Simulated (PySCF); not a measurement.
Working with the constants of MgBr

UHF-CCSD(T) constants of MgBr, ²Σ⁺ (doublet), unpaired electrons σ ↑ (PySCF, scalar-relativistic core potentials, basis sets Mg aug-cc-pVDZ, Br aug-cc-pVDZ-PP with ECP10; masses 23.9850 and 78.9183 u):

| Item | Value |
| --- | --- |
| ωe | 361.7 cm⁻¹ |
| ωexe | 1.34 cm⁻¹ |
| Be | 0.15916 cm⁻¹ |
| αe | 0.000844 cm⁻¹ |
| D (centrifugal) | 1.23e-07 cm⁻¹ |
| De to Mg + Br | 2.63 eV |

Problem. Give the vibrational terms G(v) and spacings up to v = 3.

Solution. G(v) = ωe(v+½) − ωexe(v+½)².

```
v  G(v) (cm⁻¹)  G(v) − G(v−1)  Bv (cm⁻¹)
0          181                    0.1587
1          540            359     0.1579
2          896            356     0.1570
3         1250            354     0.1562
```

Problem. How well does the Morse estimate ωe²/(4ωexe) reproduce De, and what is D0?

Solution. It gives 3.03 eV, 115 % of the computed De. D0 = De − G(0) = 2.63 − 0.02 = 2.61 eV.

Correlated steps freeze 5 core orbitals. Correlated levels converge slowly with the basis: in double zeta they bind strong bonds too weakly, by up to about 1 eV, and carry superposition errors of some tenths. Spin–orbit coupling is left out. The state was picked by a PBE0 search and need not be the measured ground state.
